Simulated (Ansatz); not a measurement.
Basis sets compared for Ba2Se2. Total charge 0; singlet. Geometry PBE-D4/def2-SVP. Ansatz on 4 threads of Arm Neoverse V1 on a shared host; times are rough, and most runs start from earlier orbitals.

```csv
atom,x (Å),y (Å),z (Å)
Ba1,1.6679,-0.3231,1.1754
Ba2,-1.6606,0.3154,-1.1877
Se3,-0.8122,-1.8066,0.6559
Se4,0.8049,1.8143,-0.6436
```

In the def2 sets Ba takes a core potential; there is no spin–orbit coupling. The structure comes from a short search, and lower isomers may exist.

Binding counts from free atoms (Ba singlet, Se triplet) in the same basis, without a counterpoise term.

```csv
level,functions,energy (Eh),HOMO (eV),LUMO (eV),binding per atom (eV),wall time
PBE-D4/def2-SVP,124,-4852.9955,-3.99,-1.77,3.09,1.9 s
PBE-D4/def2-TZVP,176,-4853.6372,-3.98,-1.77,3.09,2.5 s
r2SCAN-D4/def2-TZVP,176,-4854.3208,-4.07,-1.26,3.21,5.5 s
PBE0-D4/def2-SVP,124,-4853.1087,-4.81,-1.25,3.04,2.6 s
PBE0-D4/def2-TZVP (with forces),176,-4853.7510,-4.80,-1.24,3.05,5 s
```

Problem. Estimate the rows for PBE-D4/def2-TZVPD, r2SCAN-D4/def2-TZVPD, PBE0-D4/def2-TZVPD.

Solution. 
```
               level  functions  energy (Eh)  HOMO (eV)  LUMO (eV)  binding per atom (eV)  wall time
   PBE-D4/def2-TZVPD        194   -4853.6381      -3.99      -1.78                   3.09      3.1 s
r2SCAN-D4/def2-TZVPD        194   -4854.3217      -4.07      -1.26                   3.22      6.5 s
  PBE0-D4/def2-TZVPD        194   -4853.7520      -4.81      -1.25                   3.05      4.2 s
```
